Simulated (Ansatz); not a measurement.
```yaml
crystal:
  periodic: [false, false, false]
  atoms:
    - {symbol: W, position_ang: [2.741617, 1.314683, -0.549689]}
    - {symbol: W, position_ang: [0.032667, -0.019597, -0.091771]}
    - {symbol: W, position_ang: [0.748164, 2.116260, 0.174938]}
    - {symbol: W, position_ang: [2.136352, -0.578746, 0.542522]}
basis:
  gaussian: {orbitals: def2-mTZVPP}
hamiltonian: {xc: {name: PBE0}}
scf: {omitted_lower_state_checks: [starts]}
```

```sh
$ ansatz run in.yaml --threads 4 --pin off --events-out ev --progress --plain --max-ram 3916MiB
```

It prints (some lines left out):

```
Functional definition: PBE0
1572 factors; their error is unknown
mean field evaluation 1: about -7283.7508 eV, gradient 5.8e1 eV
mean field evaluation 2: about -7242.5817 eV, gradient 1.4e2 eV
mean field evaluation 4: about -7293.1396 eV, gradient 1.4e1 eV
mean field evaluation 8: about -7293.5969 eV, gradient 2.8e-1 eV
mean field evaluation 16: about -7293.6423 eV, gradient 1.3e-3 eV
mean field -7293.64225032 eV, -268.0364088909 hartree, gradient 1.8e-5 eV, S^2 0.000000; 0 other end points of the search recorded, 0 dependent functions left out
reference -7293.64227598 eV, -268.0364098340 hartree; 28, 28 occupied and 116, 116 virtual orbitals, 1572 factors
Total energy: -7293.64227598 eV, -268.0364098340 hartree
Checks for a lower state left out: starts
```

Hardware: 4 threads of Arm Neoverse V2 on a shared host. Wall time 2 s.

In the def2 sets W takes a core potential; there is no spin–orbit coupling.
